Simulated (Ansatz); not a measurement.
System: sum formula SiBr$_{2}$F (charge 0, doublet). It need not be the lowest isomer of its formula. SMILES: Br[Si](Br)F
Geometry: optimised at B3LYP-D3(BJ)/def2-TZVP (Ansatz, a quantum-chemistry and plane-wave program).

Computed values are from Ansatz. Valence correlation only, unless marked. UHF or UKS for open shells. No spin-orbit coupling. Frozen are the shells of the preceding noble gas and the d and f shells that filled before the atom's block. No relativistic terms. CBS(X,Y): correlation extrapolated as X^-3; Hartree-Fock from the larger set. [CCSD(T)-MP2]/basis is that difference in the basis named.

```yaml
atomisation energy De: 1209.3 kJ/mol at RI-MP2/CBS(def2-TZVPP,def2-QZVPP)+[CCSD(T)-MP2]/def2-TZVPP
total_energy: -5534.3372 Eh at RI-MP2/CBS(def2-TZVPP,def2-QZVPP)+[CCSD(T)-MP2]/def2-TZVPP
dipole_moment: 0.85 D at CCSD(T)/def2-SVPD
T1 diagnostic: 0.014 at CCSD/def2-TZVPP
```
